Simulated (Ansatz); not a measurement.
Molecule: (1-chloro-2-methylprop-1-enyl)silane, C4H9ClSi, net charge 0, singlet state. SMILES: ClC(=C(C)C)[SiH3]
Geometry: optimised at B3LYP-D3(BJ)/def2-TZVP (Ansatz, a first-principles code).

Atomisation energy built up term by term with Ansatz (kcal/mol; UHF references for open shells; valence terms freeze the core; atomic spin-orbit terms are left out). Basis-set limits of correlation are two-point, X^-3; Hartree-Fock from the larger set.

```json
[
 {"term": "Hartree-Fock", "basis": "cc-pV(Q+d)Z", "kcal/mol": "1010.57"},
 {"term": "CCSD correlation", "basis": "CBS(cc-pV(T+d)Z,cc-pV(Q+d)Z)", "kcal/mol": "[?]"},
 {"term": "(T)", "basis": "CBS(cc-pV(T+d)Z,cc-pV(Q+d)Z)", "kcal/mol": "[?]"},
 {"term": "core correlation", "basis": "cc-pwCVTZ", "kcal/mol": "4.63"},
 {"term": "scalar relativity (X2C)", "basis": "cc-pVTZ-DK against cc-pVTZ", "kcal/mol": "-1.57"},
 {"term": "sum: De", "basis": "", "kcal/mol": "[?]"}
]
```

**Question.** What belongs in the gaps?

**Answer.** 
- CCSD correlation, kcal/mol: 314.89
- (T), kcal/mol: 21.46
- sum: De, kcal/mol: 1350.0
